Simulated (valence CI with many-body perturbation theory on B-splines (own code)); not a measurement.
**Forbidden lines of Ce¹⁶⁺**

Method: relativistic CI+MBPT: six valence electrons over a frozen Dirac-Fock core [Kr], a basis of 7 s, 7 p, 8 d, 6 f, 4 g, 1 h functions for each j, with the one-electron correlation potential Σ1 (screened to all orders), the two-electron term Σ2, the three-electron term Σ3, Breit, model QED; selected single and double excitations, second order for the rest, scaled by the run's own slope (own B-spline code, finite nucleus).

No measured levels were compared; by estimate terms of the open shell hold to 2 to 4 % of their energy, and close levels can change places. Core correlation moves these levels by up to 10000 cm⁻¹, and in measured spectra 5 to 20 % of such shifts remained as error; rates that hang on mixing are uncertain with them. Among the levels kept, up to 1100 cm⁻¹ of a level comes from second order outside the variational space, and about a tenth of that is noise between levels of different J, which matters for small intervals. Only levels of the ground parity were solved; by the run's estimate the other parity begins above the list, which can be wrong where configurations are misplaced.

Lines 51 to 100 of 119 in falling wavelength, among levels below 217180 cm⁻¹, chosen from the decays that carry over 1 % of a level's rate. Wavelengths and rates use the calculated energies, so an error of 2000 cm⁻¹ moves a line at 2801 Å by 5.6 % and its rate by three times that or more. Electric multipoles are in the length gauge, E1 and E2 with the static RPA response of the core. S is in atomic units (e²a₀⁴ for E2 and M2, e²a₀⁶ for E3), for M1 in squared Bohr magnetons. Weak lines are less certain than strong ones. Lines between different terms over intervals too small for the method are left out, as are lines whose strength nearly cancels. Where a level lies close to another of its J and parity, the split of strength between their lines is uncertain.

Names give the largest LS component (configuration and term), which can be under half, so a name can repeat, a term be missing and a line seem to break the LS rules; names also repeat where a configuration has a term twice. Letters in brackets count levels of one name in rising energy.

| λ vac (Å) | Upper | Lower | Type | A (s⁻¹) | S (a.u.) |
| --- | --- | --- | --- | --- | --- |
| 2801 | 4d6 3H_4 [a] | 4d6 5D_4 | M1 | 4.54e+02 | 3.33e+00 |
| 2778 | 4d6 3F_4 | 4d6 3G_3 | M1 | 9.94e+01 | 7.11e-01 |
| 2757 | 4d6 3P_1 [b] | 4d6 3D_2 | M1 | 4.24e+01 | 9.89e-02 |
| 2755 | 4d6 3F_3 [a] | 4d6 5D_3 | M1 | 1.26e+02 | 6.82e-01 |
| 2719 | 4d6 3P_1 [a] | 4d6 3F_2 [a] | M1 | 2.51e+02 | 5.60e-01 |
| 2656 | 4d6 3G_4 | 4d6 3H_4 [a] | M1 | 1.16e+02 | 7.26e-01 |
| 2625 | 4d6 3F_2 [a] | 4d6 5D_3 | M1 | 4.75e+02 | 1.59e+00 |
| 2614 | 4d6 5D_2 [b] | 4d6 5D_2 [a] | M1 | 1.48e+02 | 4.89e-01 |
| 2593 | 4d6 1I_6 | 4d6 3H_6 | M1 | 2.85e+02 | 2.39e+00 |
| 2555 | 4d6 1I_6 | 4d6 3G_5 | M1 | 1.27e+02 | 1.02e+00 |
| 2547 | 4d6 3P_1 [b] | 4d6 3D_1 | M1 | 4.77e+01 | 8.76e-02 |
| 2526 | 4d6 3P_1 [b] | 4d6 1S_0 [a] | M1 | 3.16e+02 | 5.66e-01 |
| 2497 | 4d6 3H_5 | 4d6 3H_4 [a] | M1 | 7.75e+00 | 4.92e-02 |
| 2444 | 4d6 3F_4 | 4d6 3D_3 | M1 | 8.42e+01 | 4.10e-01 |
| 2399 | 4d6 3F_3 [a] | 4d6 5D_2 [a] | M1 | 4.33e+01 | 1.55e-01 |
| 2380 | 4d6 3P_1 [a] | 4d6 5D_2 [b] | M1 | 2.48e+02 | 3.72e-01 |
| 2357 | 4d6 3D_3 | 4d6 3H_4 [a] | M1 | 1.50e+02 | 5.11e-01 |
| 2310 | 4d6 3F_4 | 4d6 3H_5 | M1 | 3.13e+02 | 1.29e+00 |
| 2299 | 4d6 3F_2 [a] | 4d6 5D_2 [a] | M1 | 1.64e+02 | 3.71e-01 |
| 2299 | 4d6 1D_2 [a] | 4d6 3F_2 [a] | M1 | 4.31e+02 | 9.70e-01 |
| 2271 | 4d6 1S_0 [a] | 4d6 5D_1 | M1 | 1.55e+03 | 6.74e-01 |
| 2254 | 4d6 3D_1 | 4d6 5D_1 | M1 | 1.58e+02 | 2.01e-01 |
| 2251 | 4d6 1G_4 [a] | 4d6 3F_3 [a] | M1 | 1.50e+02 | 5.70e-01 |
| 2237 | 4d6 3D_1 | 4d6 5D_0 | M1 | 2.54e+02 | 3.16e-01 |
| 2208 | 4d6 1D_2 [a] | 4d6 3F_3 [a] | M1 | 2.26e+02 | 4.51e-01 |
| 2188 | 4d6 3G_5 | 4d6 5D_4 | M1 | 5.58e+01 | 2.38e-01 |
| 2185 | 4d6 3F_2 [b] | 4d6 3D_2 | M1 | 3.33e+02 | 6.44e-01 |
| 2161 | 4d6 3H_6 | 4d6 5D_4 | E2 | 2.48e-04 | 1.36e-04 |
| 2112 | 4d6 3G_3 | 4d6 3H_4 [a] | M1 | 5.86e+01 | 1.43e-01 |
| 2111 | 4d6 3D_2 | 4d6 5D_1 | M1 | 1.23e+01 | 2.15e-02 |
| 2050 | 4d6 3F_2 [b] | 4d6 3D_1 | M1 | 2.27e+02 | 3.63e-01 |
| 2016 | 4d6 3H_4 [b] | 4d6 5D_3 | M1 | 1.96e+01 | 5.37e-02 |
| 1974 | 4d6 3F_4 | 4d6 3H_4 [b] | M1 | 4.92e+02 | 1.26e+00 |
| 1905 | 4d6 1F_3 | 4d6 3H_4 [a] | M1 | 1.95e+02 | 3.50e-01 |
| 1885 | 4d6 3P_1 [b] | 4d6 3F_2 [a] | M1 | 3.35e+02 | 2.50e-01 |
| 1858 | 4d6 1G_4 [a] | 4d6 3G_5 | M1 | 3.83e+02 | 8.21e-01 |
| 1833 | 4d6 3G_4 | 4d6 5D_3 | M1 | 3.25e+01 | 6.68e-02 |
| 1822 | 4d6 3D_2 | 4d6 5D_3 | M1 | 5.11e+01 | 5.73e-02 |
| 1817 | 4d6 3P_0 [a] | 4d6 5D_1 | M1 | 2.68e+02 | 5.96e-02 |
| 1815 | 4d6 3F_3 [a] | 4d6 5D_4 | M1 | 2.51e+02 | 3.90e-01 |
| 1746 | 4d6 3D_1 | 4d6 5D_2 [a] | M1 | 2.85e+01 | 1.69e-02 |
| 1715 | 4d6 3P_1 [b] | 4d6 5D_2 [b] | M1 | 1.64e+03 | 9.20e-01 |
| 1685 | 4d6 3D_3 | 4d6 5D_3 | M1 | 3.30e+02 | 4.10e-01 |
| 1659 | 4d6 3D_2 | 4d6 5D_2 [a] | M1 | 1.94e+02 | 1.64e-01 |
| 1567 | 4d6 1G_4 [a] | 4d6 3H_4 [a] | M1 | 1.15e+01 | 1.48e-02 |
| 1556 | 4d6 3G_3 | 4d6 5D_3 | M1 | 6.65e+01 | 6.50e-02 |
| 1554 | 4d6 3F_2 [b] | 4d6 3F_3 [a] | M1 | 1.50e+02 | 1.04e-01 |
| 1545 | 4d6 3D_3 | 4d6 5D_2 [a] | M1 | 1.31e+01 | 1.25e-02 |
| 1485 | 4d6 3P_1 [a] | 4d6 5D_1 | M1 | 2.03e+02 | 7.38e-02 |
| 1475 | 4d6 3F_2 [b] | 4d6 5D_2 [b] | M1 | 2.04e+02 | 1.21e-01 |
